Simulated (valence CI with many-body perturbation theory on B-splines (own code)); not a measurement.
Values are calculated unless marked as measured or tabulated.
## Energy levels of Hf⁶⁶⁺

Method: configuration interaction combined with many-body perturbation theory (CI+MBPT): four valence electrons over a frozen Dirac-Fock core [He], radial functions for each j: 11 s, 11 p, 9 d, 7 f, 5 g, 2 h, 1 i, with the one-electron correlation potential Σ1 (screened to all orders), the two-electron term Σ2, the three-electron term Σ3, Breit, model QED; selected single and double excitations, second order for the rest (own B-spline code, finite nucleus).

The last digits are not significant, and no measured levels were compared; by estimate large intervals hold to a few tenths of a per cent, small ones and those within an open d or f shell to about a per cent. Among the levels kept, up to 290 cm⁻¹ of a level comes from second order outside the variational space, and about a tenth of that is noise between levels of different J, which matters for small intervals.

Levels 1 to 45 of 114, with energies above the lowest level, (2s^2 2p1/2^2) J=0. "Leading %" is the weight of the configuration and term that name the level; weights of strongly mixed levels are sums over their largest components and can fall short. In the jj column 3d3/2^4 stands for four electrons in 3d with j = 3/2.

```tsv
No.	Configuration	Term	J	E (× 10³ cm⁻¹)	Leading %	Leading jj	g	Second component
1	2s²2p²	³P	0	0.00	68	2s^2 2p1/2^2 (100 %)		32 % 2s²2p² ¹S
2	2s²2p²	³P	1	10025	100	2s^2 2p1/2 2p3/2 (100 %)	1.470	
3	2s²2p²	¹D	2	10172	65	2s^2 2p1/2 2p3/2 (100 %)	1.137	35 % 2s²2p² ³P
4	2s2p³	³P°	2	12355	48	2s 2p1/2^2 2p3/2 (100 %)	1.497	26 % 2s2p³ ⁵S°
5	2s2p³	³D°	1	13041	31	2s 2p1/2^2 2p3/2 (100 %)	1.111	30 % 2s2p³ ¹P°
6	2s²2p²	³P	2	20378	65	2s^2 2p3/2^2 (99 %)	1.292	34 % 2s²2p² ¹D
7	2s²2p²	¹S	0	20867	68	2s^2 2p3/2^2 (99 %)		32 % 2s²2p² ³P
8	2s2p³	⁵S°	2	22156	50	2s 2p1/2 2p3/2^2 (100 %)	1.548	46 % 2s2p³ ³D°
9	2s2p³	³D°	3	22510	100	2s 2p1/2 2p3/2^2 (100 %)	1.296	
10	2s2p³	³P°	0	22994	100	2s 2p1/2 2p3/2^2 (100 %)		
11	2s2p³	³S°	1	23171	53	2s 2p1/2 2p3/2^2 (100 %)	1.299	43 % 2s2p³ ³D°
12	2s2p³	¹D°	2	23247	74	2s 2p1/2 2p3/2^2 (100 %)	1.047	21 % 2s2p³ ³D°
13	2s2p³	³P°	1	23281	63	2s 2p1/2 2p3/2^2 (100 %)	1.297	33 % 2s2p³ ¹P°
14	2p⁴	³P	2	25713	68	2p1/2^2 2p3/2^2 (99 %)	1.307	32 % 2p⁴ ¹D
15	2p⁴	¹S	0	26224	64	2p1/2^2 2p3/2^2 (99 %)		35 % 2p⁴ ³P
16	2s2p³	³P°	2	32987	51	2s 2p3/2^3 (100 %)	1.434	19 % 2s2p³ ⁵S°
17	2s2p³	¹P°	1	33658	36	2s 2p3/2^3 (100 %)	1.157	25 % 2s2p³ ³D°
18	2p⁴	³P	1	35861	100	2p1/2 2p3/2^3 (100 %)	1.470	
19	2p⁴	¹D	2	36009	68	2p1/2 2p3/2^3 (100 %)	1.122	32 % 2p⁴ ³P
20	2p⁴	³P	0	46434	65	2p3/2^4 (100 %)		35 % 2p⁴ ¹S
21	2s²2p3s	³P°	0	78698	100	2s^2 2p1/2 3s (100 %)		
22	2s²2p3s	³P°	1	78726	67	2s^2 2p1/2 3s (100 %)	1.303	33 % 2s²2p3s ¹P°
23	2s²2p3p	³D	1	79384	74	2s^2 2p1/2 3p1/2 (100 %)	0.635	22 % 2s²2p3p ¹P
24	2s²2p3p	³P	0	79758	67	2s^2 2p1/2 3p1/2 (99 %)		32 % 2s²2p3p ¹S
25	2s2p²3s	⁵P	1	80819	41	2s 2p1/2^2 3s (98 %)	2.004	31 % 2s2p²3s ³S
26	2s2p²3s	³P	0	81121	68	2s 2p1/2^2 3s (99 %)		31 % 2s2p²3s ¹S
27	2s2p²3p	³P°	1	81572	33	2s 2p1/2^2 3p1/2 (99 %)	1.342	21 % 2s2p²3p ⁵D°
28	2s2p²3p	³P°	0	81578	52	2s 2p1/2^2 3p1/2 (99 %)		42 % 2s2p²3p ⁵D°
29	2s²2p3p	³D	2	82526	52	2s^2 2p1/2 3p3/2 (100 %)	1.145	32 % 2s²2p3p ¹D
30	2s²2p3p	³P	1	82536	48	2s^2 2p1/2 3p3/2 (99 %)	1.499	30 % 2s²2p3p ³S
31	2s²2p3d	³F°	2	83037	75	2s^2 2p1/2 3d3/2 (100 %)	0.743	20 % 2s²2p3d ¹D°
32	2s²2p3d	³D°	1	83247	50	2s^2 2p1/2 3d3/2 (99 %)	0.827	32 % 2s²2p3d ¹P°
33	2s²2p3d	³P°	2	83936	47	2s^2 2p1/2 3d5/2 (98 %)	1.283	35 % 2s²2p3d ³D°
34	2s²2p3d	³F°	3	83970	46	2s^2 2p1/2 3d5/2 (100 %)	1.093	32 % 2s²2p3d ¹F°
35	2s2p²3p	³P°	2	84672	36	2s 2p1/2^2 3p3/2 (98 %)	1.497	19 % 2s2p²3p ⁵P°
36	2s2p²3p	³D°	1	84713	31	2s 2p1/2^2 3p3/2 (99 %)	1.136	21 % 2s2p²3p ¹P°
37	2s2p²3d	³D	1	85177	47	2s 2p1/2^2 3d3/2 (100 %)	0.469	35 % 2s2p²3d ⁵F
38	2s2p²3d	³D	2	85225	31	2s 2p1/2^2 3d3/2 (99 %)	1.112	16 % 2s2p²3d ⁵F
39	2s2p²3d	³D	3	86051	38	2s 2p1/2^2 3d5/2 (100 %)	1.329	17 % 2s2p²3d ⁵D
40	2s2p²3d	³F	2	86191	27	2s 2p1/2^2 3d5/2 (98 %)	1.030	22 % 2s2p²3d ¹D
41	2s²2p3s	³P°	2	89079	98	2s^2 2p3/2 3s (98 %)	1.470	
42	2s²2p3s	¹P°	1	89149	66	2s^2 2p3/2 3s (98 %)	1.126	32 % 2s²2p3s ³P°
43	2s²2p3p	³P	1	89908	50	2s^2 2p3/2 3p1/2 (97 %)	1.452	27 % 2s²2p3p ³S
44	2s²2p3p	³D	2	89924	47	2s^2 2p3/2 3p1/2 (97 %)	1.146	32 % 2s²2p3p ¹D
45	2s2p²3s	⁵P	2	90584	84	2s 2p1/2 2p3/2 3s (99 %)	1.723	8 % 2s2p²3s ³P
```

The ionisation energy to 2s²2p ²P°1/2 of the next ion comes out as 17283 eV (NIST: 17280 ± 40 eV (theoretical)). All 114 levels together are meant to be complete up to 96497 × 10³ cm⁻¹.
